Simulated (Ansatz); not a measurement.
**A ladder of methods for BCl3 (boron trichloride)**

BCl3: 4 atoms, total charge 0, spin state singlet. As SMILES, `ClB(Cl)Cl`. The shape is that of a PBE0-D4/def2-TZVP optimisation.

| atom | x (Å) | y (Å) | z (Å) |
| --- | --- | --- | --- |
| Cl | -0.2579 | 0.5164 | 1.6383 |
| B | 0.0000 | 0.0000 | 0.0000 |
| Cl | 0.9420 | -1.4231 | -0.3240 |
| Cl | -0.6841 | 0.9066 | -1.3143 |

Quantity: the energy change with the B2–Cl4 bond stretched from 1.737 to 2.606 Å, in eV. The values are calculated.

```json
{"level": "SVWN5/STO-3G (restricted)", "kind": "LDA", "program": "Ansatz", "value (eV)": "3.40", "less FCI/STO-3G": "+0.33"}
{"level": "PBE/STO-3G (restricted)", "kind": "GGA", "program": "Ansatz", "value (eV)": "3.07", "less FCI/STO-3G": "0.00"}
{"level": "r2SCAN/STO-3G (restricted)", "kind": "meta-GGA", "program": "Ansatz", "value (eV)": "3.25", "less FCI/STO-3G": "+0.18"}
{"level": "BHLYP/STO-3G (restricted)", "kind": "global hybrid", "program": "Ansatz", "value (eV)": "3.61", "less FCI/STO-3G": "+0.54"}
{"level": "PBE0/STO-3G (restricted)", "kind": "global hybrid", "program": "Ansatz", "value (eV)": "3.47", "less FCI/STO-3G": "+0.40"}
{"level": "HSE06/STO-3G (restricted)", "kind": "range-separated hybrid", "program": "Ansatz", "value (eV)": "3.45", "less FCI/STO-3G": "+0.38"}
{"level": "MP2/STO-3G (restricted)", "kind": "perturbation theory", "program": "Ansatz", "value (eV)": "3.46", "less FCI/STO-3G": "+0.39"}
{"level": "CCSDT(Q)/STO-3G (restricted)", "kind": "coupled cluster or CI", "program": "Ansatz", "value (eV)": "3.08", "less FCI/STO-3G": "+0.01"}
{"level": "FCI/STO-3G", "kind": "exact in the basis", "program": "Ansatz", "value (eV)": "3.07", "less FCI/STO-3G": "0.00"}
```

FCI/STO-3G is exact within its basis and frozen core, so for wave-function methods in that basis the difference is their error; functionals converge differently with the basis, so for them it is only a difference. The first shape isn't each level's own minimum. The values span 3.07 to 3.61 eV. All rows use very small basis sets, so none should be taken for the real molecule's value.
